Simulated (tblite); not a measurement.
Parent: `[CH3:1][O:2]/[C:3]([C:4]#[N:5])=[CH:6]/[SiH2:7][CH3:8]` with C1–O2–C3–C4 180°, C3–C6–Si7–C8 169°, C5H9NOSi.

Structures optimised with GFN2-xTB, isolated species. One conformer each, not checked by frequencies here.

| coordinate of the parent | value |
| --- | --- |
| C1–O2 | 1.406 Å |
| O2–C3 | 1.363 Å |
| C3–C4 | 1.423 Å |
| C4≡N5 | 1.145 Å |
| C3=C6 | 1.340 Å |
| C6–Si7 | 1.882 Å |
| Si7–C8 | 1.898 Å |
| C1–O2–C3 | 117.6° |
| O2–C3–C4 | 112.1° |
| O2–C3–C6 | 128.4° |
| C4–C3–C6 | 119.5° |
| C3–C4–N5 | 178.8° |
| C3–C6–Si7 | 123.6° |
| C6–Si7–C8 | 105.7° |

How does the shared frame change in `[CH3:1][CH2:2][Si@H:3]([CH3:4])/[CH:5]=[C:6](\[C:7]#[N:8])[O:9][CH3:10]` with C1–C2–Si3–C4 174°, C2–Si3–C5–C6 59°, C5–C6–O9–C10 180°, C7H13NOSi? Atoms pair as C1 = C10, O2 = O9, C3 = C6, C4 = C7, N5 = N8, C6 = C5, Si7 = Si3, C8 = C4 (parent first).

```
   parent   relative  value in the relative  change
    C1–O2     C10–O9                1.409 Å  +0.003
    O2–C3      O9–C6                1.366 Å  +0.003
    C3–C4      C6–C7                1.419 Å  -0.004
    C4≡N5      C7≡N8                1.148 Å  +0.003
    C3=C6      C6=C5                1.342 Å  +0.002
   C6–Si7     C5–Si3                1.888 Å  +0.006
   Si7–C8     Si3–C4                1.900 Å  +0.002
 C1–O2–C3  C10–O9–C6                 117.3°    -0.3
 O2–C3–C4   O9–C6–C7                 118.6°    +6.5
 O2–C3–C6   O9–C6–C5                 120.9°    -7.5
 C4–C3–C6   C7–C6–C5                 120.5°    +1.0
 C3–C4–N5   C6–C7–N8                 179.7°    +0.9
C3–C6–Si7  C6–C5–Si3                 125.8°    +2.2
C6–Si7–C8  C5–Si3–C4                 110.4°    +4.7
```

Of the parent's bonds, C6–Si7 changes most (+0.006 Å). Bonds of the relative outside the shared frame: C1–C2 1.525, C2–Si3 1.908 Å. Point group C1 → C1.

All values are computed, not measured.
